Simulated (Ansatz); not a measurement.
Geometry optimisation, Ansatz, RKS PBE0-D4/def2-SVP.

input.yaml

```yaml
crystal:
  periodic: [false, false, false]
  atoms:
    - { symbol: Mg, position_ang: [-0.5426, -1.3281, -0.4143] }
    - { symbol: Br, position_ang: [-0.7267, -0.6403, 2.5491] }
    - { symbol: Cl, position_ang: [-0.8529, -2.9282, -1.7897] }
    - { symbol: H, position_ang: [0.0267, 0.5084, 1.0949] }
    - { symbol: C, position_ang: [0.4407, 0.9836, -0.1363] }
    - { symbol: H, position_ang: [1.295, 0.401, -0.4941] }
    - { symbol: H, position_ang: [0.7581, 2.0068, 0.0313] }
    - { symbol: H, position_ang: [-0.3982, 0.9968, -0.8409] }
basis:
  gaussian: { orbitals: def2-SVP }
hamiltonian:
  xc: pbe0
  dispersion: d4
relax:
  f_tol: 0.15
  max_steps: 25
  restrain:
    - { distance: [0, 4], at: 2.17, k: 30.0 }
    - { distance: [3, 1], at: 1.51, k: 30.0 }
    - { distance: [0, 1], at: 3.91, k: 30.0 }
    - { distance: [3, 4], at: 2.37, k: 30.0 }
```

Launched with:

```bash
$ ansatz run input.yaml --threads 2 --pin off --max-ram 3072MiB --backend cpu --events-out ev --progress --plain --runs-dir out
```

Task: Where does it end, and by what steps?

Result: The run converged. The restraints hold the end off the free minimum. After 16 steps the energy has risen by 0.189 eV (the restraints' own energy left out); H7 moved furthest, 1.24 Å. Parted: Mg1–Br2. Joined: Br2–H4.

| step | energy less start (eV) | largest force component (eV/Å) | accepted |
| --- | --- | --- | --- |
| 0 | 0.0000 | 3.053 | yes |
| 1 | 1.1758 | 3.783 | yes |
| 2 | 1.7814 | 3.811 | yes |
| 3 | 1.7887 | 3.195 | yes |
| 4 | 1.1058 | 1.113 | yes |
| 5 | 0.6403 | 1.022 | yes |
| 6 | 0.4201 | 0.953 | yes |
| 7 | 0.2854 | 1.021 | yes |
| 8 | 0.2691 | 1.004 | yes |
| 9 | 0.2505 | 1.046 | yes |
| 10 | 0.2306 | 0.926 | yes |
| 11 | 0.2172 | 0.971 | yes |
| 12 | 0.2263 | 1.034 | no |
| 13 | 0.2093 | 0.966 | yes |
| 14 | 0.2035 | 0.971 | yes |
| 15 | 0.1993 | 0.981 | yes |
| 16 | 0.1891 | 0.933 | yes |

```xyz
8
Properties=species:S:1:pos:R:3
Mg -0.440 -1.143 -0.957
Br -0.236 -0.524 2.894
Cl -1.178 -3.131 -1.572
H 0.114 0.331 1.743
C 0.323 0.830 -0.565
H 1.314 0.807 -0.070
H -0.357 1.456 0.045
H 0.460 1.375 -1.519
```

Whether the end is a true minimum wasn't checked by a vibrational analysis.

Run time: 27 s on 2 threads of Intel(R) Xeon(R) 6975P-C (Granite Rapids) (shared host), peak memory 0.26 GiB.
